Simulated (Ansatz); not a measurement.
Ansatz (a program for electronic structure) input for C₃H₉NSi₂, SMILES [SiH2]1CN=C(C)[SiH2]1, PBE/def2-SVPD. Geometry optimised at PBE0-D3(BJ)/def2-SVP. This is a generated structure with no PubChem entry under its InChIKey; it may be hypothetical. Other conformers were not sampled.

Ansatz 0.2 input:
```yaml
crystal:
  periodic: [false, false, false]
  atoms:
    - {symbol: C, position_ang: [2.61185794, -0.53718184, 0.01164484]}
    - {symbol: C, position_ang: [1.12444414, -0.37578320, -0.08517063]}
    - {symbol: N, position_ang: [0.44346261, -1.24779014, -0.71659576]}
    - {symbol: C, position_ang: [-0.99432976, -1.15548873, -0.85089899]}
    - {symbol: Si, position_ang: [-1.81057844, 0.38022815, 0.00015072]}
    - {symbol: Si, position_ang: [0.25101539, 1.13950269, 0.73891901]}
    - {symbol: H, position_ang: [2.92822060, -0.59129844, 1.06638058]}
    - {symbol: H, position_ang: [2.92843498, -1.45049458, -0.51167891]}
    - {symbol: H, position_ang: [3.12580062, 0.33352573, -0.42801827]}
    - {symbol: H, position_ang: [-1.43378933, -2.08878346, -0.45758678]}
    - {symbol: H, position_ang: [-1.23722137, -1.16849035, -1.92781888]}
    - {symbol: H, position_ang: [-2.77159420, -0.01144919, 1.07530343]}
    - {symbol: H, position_ang: [-2.50791485, 1.26757863, -0.97923598]}
    - {symbol: H, position_ang: [0.48944522, 1.15448505, 2.21528291]}
    - {symbol: H, position_ang: [0.75642894, 2.42394825, 0.16311474]}
basis:
  gaussian:
    orbitals: def2-SVPD
hamiltonian:
  xc: {name: PBE}
```

Log of the run:

```
WARN ansatz: RAYON_NUM_THREADS=2 ignored (pool sized by the plan → 2); use --threads N
Functional definition: PBE
integrals: 0.16 GiB planned
1714 factors; their error is unknown
mean field: 1.04 GiB planned
mean field evaluation 1: about -20468.6461 eV, gradient 6.6e1 eV
mean field evaluation 2: about -20412.5777 eV, gradient 1.5e2 eV
mean field evaluation 4: about -20479.2307 eV, gradient 1.9e1 eV
mean field evaluation 8: about -20479.9980 eV, gradient 2.3e-1 eV
mean field evaluation 16: about -20479.9159 eV, gradient 8.8e-4 eV
mean field -20479.91591935 eV, -752.6230282505 hartree, gradient 5.5e-5 eV, S^2 0.000000; 0 other end points of the search recorded, 0 dependent functions left out
reference -20479.91597548 eV, -752.6230303134 hartree; 31, 31 occupied and 169, 169 virtual orbitals, 1714 factors
Total energy: -20479.91597548 eV, -752.6230303134 hartree
```

The run converged.

Cost: roughly 5 core-seconds.
